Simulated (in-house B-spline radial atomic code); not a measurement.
Configurations of Pt⁵⁺, with energies counted from [Xe] 4f14 (5d3/2)4 (5d5/2)1. Method: Dirac-Hartree-Fock, average of each configuration as written, Fermi nucleus of rms radius 5.427 fm. Calculated with a B-spline radial code for spherical atoms. Energies include first-order Breit, QED and recoil terms.

Occupations are held fixed; configurations that lie above the ionisation limit could autoionise.

| configuration | E - E(ref) (eV) | highest orbital | its <r> (bohr) |
| --- | --- | --- | --- |
| [Xe] 4f14 (5d3/2)1 (5d5/2)4 | 5.6579 | 5d5/2 | 1.392 |
| [Xe] 4f14 (5d5/2)5 | 6.9016 | 5d5/2 | 1.39 |
| [Xe] 4f14 (5d3/2)2 (5d5/2)2 8s1 | 57.207 | 8s1/2 | 6.134 |
| [Xe] 4f14 (5d5/2)4 (7f7/2)1 | 66.207 | 7f7/2 | 7.468 |
| [Kr] 4d10 4f14 5s2 (5p1/2)2 (5p3/2)3 (5d3/2)1 (5d5/2)4 (9p1/2)1 | 122.7 | 9p1/2 | 9.5 |
| [Xe] (4f5/2)5 (4f7/2)8 (5d3/2)1 (5d5/2)4 (7p3/2)1 | 132.3 | 7p3/2 | 4.426 |

Order these further configurations by energy, lowest first.
A. [Xe] 4f14 (5d5/2)4 (7p1/2)1
B. [Xe] 4f14 (5d3/2)3 (5d5/2)2
C. [Kr] (4d3/2)3 (4d5/2)6 4f14 5s2 5p6 (5d3/2)4 (5d5/2)1 (8p1/2)1
D. [Kr] 4d10 4f14 5s2 (5p1/2)2 (5p3/2)3 (5d3/2)2 (5d5/2)3 (9f7/2)1
E. [Xe] (4f5/2)5 (4f7/2)8 (5d3/2)4 (5d5/2)1 (6p3/2)1

B (2.2063 eV), A (52.623 eV), E (105.57 eV), D (124.93 eV), C (397.25 eV).

How far above the reference does [Xe] 4f14 (5d5/2)4 (7g9/2)1 lie?

70.572 eV; its least bound orbital is 7g9/2 with <r> = 10.41 bohr.
